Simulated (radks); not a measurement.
All-electron atom: Au4.75+ in [Xe] 4f14 5d(up 4.25, down 2) (fractional occupations, a model configuration). Method: scalar-relativistic Kohn-Sham, SCAN, spin-polarised, spherical densities, finite nucleus; meta-GGA in the generalised Kohn-Sham scheme; Fermi nuclear charge, rms radius 5.4371 fm; computed with a radial shooting solver on a logarithmic mesh with Libxc functionals.

Normalised radial functions P(r) = r R(r), r in bohr:

| r | 5s down | 5p up | 5d down |
|---|---|---|---|
| 0.001952 | 0.1312 | 0.0073 | 0.0001 |
| 0.002603 | 0.1558 | 0.0117 | 0.0001 |
| 0.003444 | 0.1800 | 0.0185 | 0.0003 |
| 0.004557 | 0.2016 | 0.0290 | 0.0005 |
| 0.006029 | 0.2155 | 0.0449 | 0.0011 |
| 0.007978 | 0.2147 | 0.0685 | 0.0023 |
| 0.01056 | 0.1896 | 0.1022 | 0.0049 |
| 0.01397 | 0.1303 | 0.1472 | 0.0100 |
| 0.01848 | 0.0306 | 0.2022 | 0.0199 |
| 0.02445 | -0.1039 | 0.2585 | 0.0383 |
| 0.03261 | -0.2481 | 0.2969 | 0.0717 |
| 0.04315 | -0.3330 | 0.2814 | 0.1239 |
| 0.05709 | -0.2847 | 0.1756 | 0.1964 |
| 0.07554 | -0.0584 | -0.0331 | 0.2764 |
| 0.09995 | 0.2733 | -0.2844 | 0.3259 |
| 0.1322 | 0.4792 | -0.4219 | 0.2826 |
| 0.175 | 0.2978 | -0.2695 | 0.0964 |
| 0.2315 | -0.2499 | 0.1716 | -0.2028 |
| 0.3063 | -0.6818 | 0.5756 | -0.4505 |
| 0.4086 | -0.4382 | 0.4966 | -0.4266 |
| 0.5406 | 0.3966 | -0.1334 | -0.0567 |
| 0.7153 | 1.1299 | -0.8604 | 0.4820 |
| 0.9464 | 1.2011 | -1.1546 | 0.8864 |
| 1.252 | 0.7672 | -0.9234 | 0.9569 |
| 1.657 | 0.3037 | -0.4772 | 0.7375 |
| 2.192 | 0.0712 | -0.1567 | 0.4059 |
| 2.9 | 0.0086 | -0.0289 | 0.1510 |
| 3.838 | 0.0004 | -0.0026 | 0.0338 |

5s down: eigenvalue -174.19 eV, 4 radial nodes at r = 0.0198, 0.0796, 0.206, 0.479 bohr, <r> = 0.918 bohr, 90 % of the charge inside 1.31 bohr. 5p up: eigenvalue -126.30 eV, 3 radial nodes at r = 0.0727, 0.210, 0.515 bohr, <r> = 1.05 bohr, 90 % of the charge inside 1.51 bohr. 5d down: eigenvalue -65.218 eV, 2 radial nodes at r = 0.193, 0.557 bohr, <r> = 1.35 bohr, 90 % of the charge inside 2.00 bohr.
